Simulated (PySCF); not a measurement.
Start geometry of `F[C@H](OC)[C@@H](OC)F` from GFN2-xTB (Å):
```
atom  x, y, z in Å
C1    -2.6257   -0.6799    0.5435
O2    -1.3022   -0.3313    0.8367
C3    -0.7859    0.6412    0.0352
F4    -1.2798    1.8764    0.3589
C5     0.7431    0.6966    0.2834
F6     1.2667    1.7586   -0.4406
O7     1.3075   -0.4751   -0.1149
C8     2.6772   -0.6290    0.2445
H9    -2.7384   -1.0025   -0.4731
H10   -2.9224   -1.4502    1.2399
H11   -3.3086    0.2059    0.6972
H12   -0.9621    0.4968   -1.0238
H13    0.9193    0.9549    1.3417
H14    2.9462   -1.5971   -0.1410
H15    3.2729    0.1450   -0.1876
H16    2.7730   -0.6127    1.3457
```

Question: What comes out of this run: PBE0-D3(BJ)/def2-SVP geometry optimisation, gas phase in PySCF?

Answer: 
```
atom  x, y, z in Å
C1    -2.691    0.203    0.541
O2    -1.316    0.101    0.813
C3    -0.516    0.835   -0.005
F4    -0.666    2.177    0.240
C5     0.926    0.456    0.281
F6     1.742    1.305   -0.424
O7     1.113   -0.832   -0.112
C8     2.333   -1.401    0.297
H9    -2.917   -0.110   -0.495
H10   -3.212   -0.468    1.236
H11   -3.057    1.232    0.688
H12   -0.742    0.673   -1.078
H13    1.148    0.609    1.356
H14    2.343   -2.440   -0.057
H15    3.194   -0.865   -0.135
H16    2.425   -1.396    1.398
```

The energy falls by 3.0 kcal/mol over 9 energy and gradient evaluations, the largest force component goes from 0.0325 to 3.2e-04 Eh/bohr, and the atoms move by 0.041 Å rms after alignment. Among the bonds, C1–H9 and C8–H15 change most and about equally (+0.033 to +0.034 Å). Bonds longer at the end by more than 0.005 Å: 7 of 15; shorter: 4. Among the angles that change most is O7–C8–H14, from 104.3° to 107.3°. Rotational constants go from 3267, 1345, 1007 to 3303, 1362, 1018 MHz. The orientation of the end geometry is arbitrary; only internal coordinates are fixed.

The run used 152 basis functions and 59 SCF cycles in all. Time: 91 s of wall time; peak memory 0.60 GiB. Hardware: one thread, Arm Neoverse V2 (aarch64), on a shared host.

PBE0-D3(BJ)/def2-SVP frequencies: not computed here. One conformer, not necessarily the lowest.
